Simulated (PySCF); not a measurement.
# Working out the excitation energy of I⁺

I⁺ [Kr] 4d10 5s2 5p4 (3P) → I⁺ [Kr] 4d10 5s2 5p3 5d1 (5D). Calculation: PySCF 2.14, in aug-cc-pVDZ-PP with ECP28MDF (5s4p3d, 32 functions); a scalar-relativistic core potential. Frozen: 4s2 4p6 4d10. Energies in hartree (1 hartree = 27.21139 eV):

| part | I⁺ (lower) | I⁺ (upper) |
| --- | --- | --- |
| UHF | -294.301268 | -293.940307 |
| CCSD correlation | -0.075545 | -0.058065 |
| (T) | -0.000957 | -0.000531 |

Q: What does Hartree-Fock give?

A: (-293.940307) − (-294.301268) = 0.360961 hartree = 9.822 eV.

Q: What do CCSD and CCSD(T) give?

A: The CCSD correlation energies differ by 0.017480 hartree = 0.476 eV and the triples by 0.000426 hartree = 0.012 eV, so CCSD gives 10.298 eV and CCSD(T) 10.310 eV.

Measured between the centres of the two terms (NIST): 10.300 eV, so CCSD(T) (valence) is off by 0.010 eV.

A double-zeta basis recovers only part of the correlation energy.

What remains against the reference includes basis incompleteness, the frozen core and higher excitations.
